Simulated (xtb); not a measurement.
xtb input (GFN2-xTB):

```bash
xtb mol.xyz --gfn 2 --ohess tight --chrg 1 --uhf 0
```
mol.xyz:
```
13

C     -2.96219088    -0.52053315    -0.10348335
C     -1.69188437    -0.05010609     0.55229703
O     -0.50553559    -0.43112651    -0.30905585
Ge     1.24576701     0.29297699    -0.03541222
H     -3.82233768    -0.26711125     0.49585678
H     -2.99941033    -1.60013619    -0.24922368
H     -3.05675311    -0.05923875    -1.09064654
H     -1.61768095     0.96696846     0.68649451
H     -1.50336814    -0.59718426     1.49381974
H     -0.61462216    -1.30221440    -0.69506443
H      2.04189606    -0.43875532    -1.16961097
H      1.04724408     1.74673695    -0.14635236
H      1.59667470    -0.23309636     1.42399549
```

Output:

```
           -------------------------------------------------
          |                Calculation Setup                |
           -------------------------------------------------

           -------------------------------------------------
          |                 G F N 2 - x T B                 |
           -------------------------------------------------

        Reference                      10.1021/acs.jctc.8b01176
      * Hamiltonian:
        H0-scaling (s, p, d)           1.850000    2.230000    2.230000
        zeta-weighting                 0.500000
      * Dispersion:
        s8                             2.700000
        a1                             0.520000
        a2                             5.000000
        s9                             5.000000
      * Repulsion:
        kExp                           1.500000    1.000000
        rExp                           1.000000
      * Coulomb:
        alpha                          2.000000
        third order                    shell-resolved
        anisotropic                    true
        a3                             3.000000
        a5                             4.000000
        cn-shift                       1.200000
        cn-exp                         4.000000
        max-rad                        5.000000

          ...................................................
          :                      SETUP                      :
          :.................................................:
          :  # basis functions                  31          :
          :  # atomic orbitals                  30          :
          :  # shells                           18          :
          :  # electrons                        26          :
          :  max. iterations                   250          :
          :  Hamiltonian                  GFN2-xTB          :
          :  restarted?                      false          :
          :  GBSA solvation                  false          :
          :  PC potential                    false          :
          :  electronic temp.          300.0000000     K    :
          :  accuracy                    1.0000000          :
          :  -> integral cutoff          0.2500000E+02      :
          :  -> integral neglect         0.1000000E-07      :
          :  -> SCF convergence          0.1000000E-05 Eh   :
          :  -> wf. convergence          0.1000000E-03 e    :
          :  Broyden damping             0.4000000          :
          :  net charge                          1          :
          :  unpaired electrons                  0          :
          ...................................................

 iter      E             dE          RMSdq      gap      omega  full diag
   1    -14.4106037 -0.144106E+02  0.423E+00    4.52       0.0  T
   2    -14.4942252 -0.836215E-01  0.853E+00    6.55       1.0  T
   3    -14.4913560  0.286916E-02  0.862E+00    6.56       1.0  T
   4    -14.5422700 -0.509139E-01  0.973E-01    6.42       1.0  T
   5    -14.5561678 -0.138978E-01  0.391E-01    5.93       1.0  T
   6    -14.5561890 -0.212566E-04  0.131E-01    5.94       1.0  T
[...]

   Z      Z             #   av. dist./Å        max./Å        min./Å
   1 H    6 C           5     1.0894372     1.0933214     1.0863053
   6 C    6 C           1     1.5116788     1.5116788     1.5116788
   1 H    8 O           1     0.9715045     0.9715045     0.9715045
   6 C    8 O           1     1.4633424     1.4633424     1.4633424
   1 H   32 Ge          3     1.4973044     1.5004220     1.4954913

           -------------------------------------------------
          |               Frequency Printout                |
           -------------------------------------------------
 projected vibrational frequencies (cm⁻¹)
eigval :       -0.00    -0.00    -0.00    -0.00     0.00     0.00
eigval :       40.32    83.46   136.14   223.70   240.47   409.47
eigval :      445.08   491.65   518.89   698.97   745.33   759.18
eigval :      829.14   865.90  1016.82  1026.21  1102.64  1194.56
eigval :     1235.78  1302.19  1407.36  1445.30  1466.08  1469.73
eigval :     1963.19  2067.91  2089.36  2966.35  2984.37  3042.32
eigval :     3057.46  3067.55  3361.04
 reduced masses (amu)
   1: 34.15   2: 13.02   3: 46.79   4: 19.70   5: 44.49   6: 47.01   7: 12.67   8:  7.30
   9: 14.07  10: 18.05  11: 11.88  12:  2.95  13: 11.21  14:  4.04  15:  4.78  16:  2.50
  17:  2.40  18:  2.25  19:  2.00  20: 10.68  21:  6.03  22:  4.99  23:  7.11  24:  4.94
  25:  2.41  26:  3.30  27:  2.97  28:  1.99  29:  1.50  30:  1.63  31:  1.11  32:  2.31
  33:  2.34  34:  1.78  35:  1.73  36:  1.73  37:  1.81  38:  1.67  39:  1.87
 IR intensities (km·mol⁻¹)
   1:  7.30   2:  4.20   3:  5.03   4:  4.49   5:  5.85   6:  1.06   7:  0.36   8:  0.28
   9:  2.33  10: 20.45  11: 19.00  12:127.15  13: 36.26  14: 50.34  15: 43.56  16: 66.25
  17:142.36  18:133.71  19: 10.09  20: 67.18  21:147.13  22: 10.50  23:  7.75  24: 30.60
Molecule has no symmetry elements
It seems to be the C1 point group
  25: 29.54  26: 13.55  27: 26.07  28:  2.40  29: 17.73  30: 10.41  31:  7.03  32:255.95
  33:233.98  34:  7.08  35:  3.93  36:  7.56  37:  5.04  38:  0.71  39: 82.34
 Raman intensities (Ä⁴*amu⁻¹)
   1:  0.00   2:  0.00   3:  0.00   4:  0.00   5:  0.00   6:  0.00   7:  0.00   8:  0.00
   9:  0.00  10:  0.00  11:  0.00  12:  0.00  13:  0.00  14:  0.00  15:  0.00  16:  0.00
  17:  0.00  18:  0.00  19:  0.00  20:  0.00  21:  0.00  22:  0.00  23:  0.00  24:  0.00
  25:  0.00  26:  0.00  27:  0.00  28:  0.00  29:  0.00  30:  0.00  31:  0.00  32:  0.00
  33:  0.00  34:  0.00  35:  0.00  36:  0.00  37:  0.00  38:  0.00  39:  0.00
 output can be read by thermo (or use thermo option).
 writing <g98.out> molden fake output.
 recommended (thermochemical) frequency scaling factor: 1.0
           -------------------------------------------------
          |             Thermodynamic Functions             |
           -------------------------------------------------

c1  symmetry found (for desy threshold:  0.10E+00) used in thermo

          ...................................................
          :                      SETUP                      :
          :.................................................:
          :  # frequencies                          33      :
          :  # imaginary freq.                       0      :
          :  linear?                             false      :
          :  only rotor calc.                    false      :
          :  symmetry                               c1      :
          :  rotational number                       1      :
          :  scaling factor                  1.0000000      :
          :  rotor cutoff                   50.0000000 cm⁻¹ :
          :  imag. cutoff                  -20.0000000 cm⁻¹ :
          :.................................................:

    mode    ω/cm⁻¹     T·S(HO)/kcal·mol⁻¹    T·S(FR)/kcal·mol⁻¹   T·S(vib)
   ------------------------------------------------------------------------
       1     40.32    -1.56334 ( 29.71%)    -1.11978 ( 70.29%)    -1.25157
       2     83.46    -1.13533 ( 88.59%)    -0.90453 ( 11.41%)    -1.10898
       3    136.14    -0.85192 ( 98.21%)    -0.75965 (  1.79%)    -0.85027
       4    223.70    -0.57511 ( 99.75%)    -0.61260 (  0.25%)    -0.57521
       5    240.47    -0.53648 ( 99.81%)    -0.59119 (  0.19%)    -0.53659
   ------------------------------------------------------------------------

   temp. (K)  partition function   enthalpy   heat capacity  entropy
                                   cal/mol     cal/K/mol   cal/K/mol   J/K/mol
 298.15  VIB   144.                 3085.221     19.283     19.083
         ROT  0.125E+06              888.752      2.981     26.307
         INT  0.180E+08             3973.973     22.264     45.390
         TR   0.130E+28             1481.254      4.968     40.286
         TOT                        5455.2269    27.2320    85.6759   358.4682

       T/K    H(0)-H(T)+PV         H(T)/Eh          T*S/Eh         G(T)/Eh
   ------------------------------------------------------------------------
    298.15    0.869346E-02    0.108372E+00    0.407074E-01    0.676649E-01
   ------------------------------------------------------------------------

         :::::::::::::::::::::::::::::::::::::::::::::::::::::
         ::                  THERMODYNAMIC                  ::
         :::::::::::::::::::::::::::::::::::::::::::::::::::::
         :: total free energy         -14.353641372920 Eh   ::
         ::.................................................::
         :: total energy              -14.421306232626 Eh   ::
         :: zero point energy           0.099678808762 Eh   ::
         :: G(RRHO) w/o ZPVE           -0.032013949055 Eh   ::
         :: G(RRHO) contrib.            0.067664859706 Eh   ::
         :::::::::::::::::::::::::::::::::::::::::::::::::::::

optimized geometry written to: xtbopt.xyz

           -------------------------------------------------
          | TOTAL ENERGY              -14.421306232626 Eh   |
          | TOTAL ENTHALPY            -14.312933966447 Eh   |
Note: The following floating-point exceptions are signalling: IEEE_UNDERFLOW_FLAG IEEE_DENORMAL
normal termination of xtb
          | TOTAL FREE ENERGY         -14.353641372920 Eh   |
          | GRADIENT NORM               0.000097829144 Eh/α |
          | HOMO-LUMO GAP               5.293449575242 eV   |
           -------------------------------------------------

------------------------------------------------------------------------
------------------------------------------------------------------------
 total:
 SCF:
 ANC optimizer:
 analytical hessian:
```

It need not be the lowest isomer of its formula.
